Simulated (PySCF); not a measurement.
# Radial density of Zn⁺ (zinc, charge +1)

B2PLYP, [Ar] 3d10 4p1, 2P determinant (an excited configuration). All numbers are calculated (PySCF 2.14, no relativity, point nucleus, in dyall-av2z (16s12p7d2f, 101 functions)).

| r (bohr) | 4πr²ρ (e/bohr) | 4πr²(ρα − ρβ) |
| --- | --- | --- |
| 0.000851 | 0.1594 | 0.0000 |
| 0.00143 | 0.4359 | 0.0000 |
| 0.00241 | 1.163 | 0.0000 |
| 0.00405 | 2.982 | 0.0000 |
| 0.00681 | 7.146 | 0.0000 |
| 0.0115 | 15.32 | 0.0000 |
| 0.0193 | 27.26 | 0.0003 |
| 0.0324 | 35.98 | 0.0014 |
| 0.0545 | 32.34 | 0.0058 |
| 0.0917 | 30.46 | 0.0145 |
| 0.154 | 41.63 | 0.0110 |
| 0.259 | 27.46 | -0.0114 |
| 0.436 | 21.29 | 0.0145 |
| 0.734 | 21.26 | -0.0038 |
| 1.23 | 6.024 | 0.0517 |
| 2.08 | 0.9590 | 0.3191 |
| 3.49 | 0.2996 | 0.2779 |
| 5.88 | 0.03846 | 0.0383 |
| 9.88 | 0.0002823 | 0.0003 |
| 16.6 | 1.931e-05 | 0.0000 |

Where is the radial spin density 4πr²(ρα − ρβ) most negative, and why is it negative at all?

Around r = 0.259 bohr, down to -0.0114 e/bohr: exchange with the open shell polarises the paired shells in an unrestricted calculation.
